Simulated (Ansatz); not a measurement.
Compare A (`C[SiH](F)CS`) with its isomer B (`C[SiH2]SCF`).

Computed with Ansatz on PBE0-D4/def2-TZVP structures; ΔE is electronic, products minus reactants. CCSD(T)/CBS adds triple-zeta CCSD(T) − MP2 to the extrapolated MP2 energy (def2 sets, frozen cores). Functionals use def2-TZVPP. B3LYP here is the variant with VWN-RPA as its local correlation; programs differ in this. One conformer a species, not always the lowest.

Which isomer does CCSD(T)/CBS put lower? Give the gap. (An estimate is asked.)

Ansatz gave: A, by 40.3 kcal/mol.

Give E(B) − E(A) in kcal/mol with B3LYP-D4, r2SCAN-D4, PBE0-D4, ωB97M-V, B3LYP, CCSD(T)/def2-TZVPP, MP2/def2-TZVPP. (Best estimate.)

Computed: B3LYP-D4 37.8, r2SCAN-D4 37.9, PBE0-D4 36.7, ωB97M-V 39.0, B3LYP 37.6, CCSD(T)/def2-TZVPP 39.7, MP2/def2-TZVPP 41.2. None reverses the order clearly.

Largest T1 diagnostic: 0.011.

From PBE to PBE0 (25 % exact exchange), in def2-TZVPP and without D4, E(B) − E(A) moves by +1.9 kcal/mol.
